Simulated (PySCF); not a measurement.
wavenumber (cm⁻¹), absorption (km/mol per cm⁻¹) and a bar:
```
        0      0.004 
       13      0.004 
       27      0.004 
       40      0.004 
       54      0.005 
       67      0.005 
       80      0.005 
       94      0.006 
      107      0.007 
      120      0.010 
      134      0.012 
      147      0.010 
      161      0.012 
      174      0.018 
      187      0.019 
      201      0.013 
      214      0.012 
      227      0.012 
      241      0.013 
      254      0.014 
      268      0.016 
      281      0.018 
      294      0.021 
      308      0.024 
      321      0.028 
      334      0.034 
      348      0.042 
      361      0.056 
      375      0.084 
      388      0.161 #
      401      0.444 ##
      415      0.319 #
      428      0.185 #
      442      0.195 #
      455      0.272 #
      468      0.461 ##
      482      0.989 #####
      495      3.074 ##############
      508      6.421 ##############################
      522      1.959 #########
      535      0.730 ###
      549      0.375 ##
      562      0.234 #
      575      0.169 #
      589      0.139 #
      602      0.130 #
      615      0.144 #
      629      0.197 #
      642      0.353 ##
      656      0.952 ####
      669      2.625 ############
      682      0.965 ####
      696      0.340 ##
      709      0.170 #
      722      0.103 
      736      0.070 
      749      0.052 
      763      0.040 
      776      0.032 
      789      0.027
```

This is the computed harmonic infrared spectrum of singlet VSCl3, Lorentzian lines of 20 cm⁻¹ full width. Level of theory: PBE0 in PySCF with V def2-SVP, S def2-SVP, Cl def2-SVP; no relativity; density-fitted integrals.

Which bands make it up, and how are they assigned?

In C3v symmetry, counting bands above 1 % of the strongest: 405 cm⁻¹ (a1, stretch, 14 km/mol); 506 cm⁻¹ (e, mixed, 213 km/mol); 669 cm⁻¹ (a1, stretch, 82 km/mol).

Stability towards spin polarisation was not tested. This need not be the most stable arrangement of these atoms.
